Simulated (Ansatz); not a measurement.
Two isomers of C3H6AlCl: A = `C/C(Cl)=[CH]\[AlH2]`, B = `C=C[CH2][AlH][Cl]`.

Isolated molecules relaxed with PBE0-D4/def2-TZVP in Ansatz; ΔE leaves out vibrations. CCSD(T)/CBS adds triple-zeta CCSD(T) − MP2 to the extrapolated MP2 energy (def2 sets, frozen cores). Functionals use def2-TZVPP. B3LYP here is the variant with VWN-RPA as its local correlation; programs differ in this. One conformer a species, not always the lowest.

A:

```xyz
11

C     0.5864   -0.4809    1.3195
C    -0.1361   -0.9777    0.1179
Cl   -0.4355   -2.7004    0.2083
C    -0.5465   -0.2824   -0.9449
Al   -0.3023    1.6172   -1.2121
H     1.5447   -0.9959    1.4248
H     0.7636    0.5929    1.2508
H     0.0088   -0.6916    2.2231
H    -1.0599   -0.8560   -1.7145
H    -0.8520    2.2648   -2.5505
H     0.4288    2.5100   -0.1222
```

B:

Z-matrix (Å, degrees):
```
Al
Cl 1 2.114
C 1 2.240 2 123.2
C 1 2.539 2 98.1 3 21.8
C 1 1.986 2 115.2 3 -45.3
H 1 1.571 2 119.4 3 143.9
H 3 1.089 1 114.3 2 161.5
H 4 1.082 1 128.6 2 107.4
H 4 1.087 1 87.0 2 -15.3
H 5 1.090 1 106.7 2 -0.9
H 5 1.084 1 123.5 2 -134.3
```

Which is lower in electronic energy at CCSD(T)/CBS, and by how much? (Best estimate.)

The calculation gave: B, by 205.2 kJ/mol.

Give E(B) − E(A) in kJ/mol with PBE-D4, B3LYP, ωB97M-V, MP2/def2-TZVPP, HF/def2-TZVPP, r2SCAN-D4, B3LYP-D4. (Best estimate.)

The calculation gave: PBE-D4 -197.0, B3LYP -195.1, ωB97M-V -207.4, MP2/def2-TZVPP -207.6, HF/def2-TZVPP -202.0, r2SCAN-D4 -211.1, B3LYP-D4 -195.2. None reverses the order clearly.

Largest T1 diagnostic: 0.011.

From PBE to PBE0 (25 % exact exchange), in def2-TZVPP and without D4, E(B) − E(A) moves by −8.9 kJ/mol.
